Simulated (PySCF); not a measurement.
Vertical excitations of a molecule C₆H₆ from TDDFT-PBE/def2-SVPD (PySCF), as energy in eV (oscillator strength): 4.61 (0.000), 4.76 (0.000), 5.05 (0.257), 5.30 (0.000), 5.45 (0.187), 5.66 (0.000), 5.84 (0.000), 6.06 (0.003), 6.39 (0.005), 6.66 (0.040). Lowest triplet (TDA): 3.34 eV. Coordinates come from a PBE-D3(BJ)/def2-SVP optimisation. The values are those of a single conformer.

Problem. Pick the molecule that these values belong to.
A) c1ccccc1
B) C=C=CC#CC
C) C#CC(=C)C=C
D) C#CC=C=CC

Solution. B, C=C=CC#CC
